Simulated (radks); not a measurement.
Results of a calculation; reference values are marked as such.
Q: These are the eigenvalues of the occupied orbitals of an atom or ion with whole-number occupations (eV). Code: a radial shooting solver on a logarithmic mesh with Libxc functionals. Model: scalar-relativistic Kohn-Sham, PBE, spin-polarised, spherical densities, finite nucleus; Fermi nuclear charge, rms radius of each element as measured or else 0.836 A^(1/3) + 0.57 fm.

orbital  eigenvalue
1s down   -69513.89
1s up     -69513.88
2s up     -12034.97
2s down   -12034.85
2p up     -10533.13
2p down   -10533.04
3s up     -2805.257
3s down   -2805.229
3p up     -2360.295
3p down   -2360.261
3d up     -1847.855
3d down   -1847.781
4s up     -613.2787
4s down   -613.1804
4p up     -467.2777
4p down   -467.1873
4d up     -282.0338
4d down   -281.9243
5s up     -122.5894
5s down   -121.4608
5p up      -86.2789
5p down    -84.7929
4f up      -76.7889
4f down    -76.5361
5d up      -44.3117

Which element is it, and in what charge state? The configuration may be excited. Open shells, if any, are filled with parallel spins first.

A: Z = 74, tungsten, charge +4: W4+ in [Xe] 4f14 5d2. The list shows which subshells hold electrons but not how many an open one holds; the 1s level, -2554.6 hartree, gives Z - s = 71.5 by -(Z - s)^2/2, which with screening and relativity narrows Z to a few neighbours, and the depths of the outer levels then fix element, charge and occupations together.
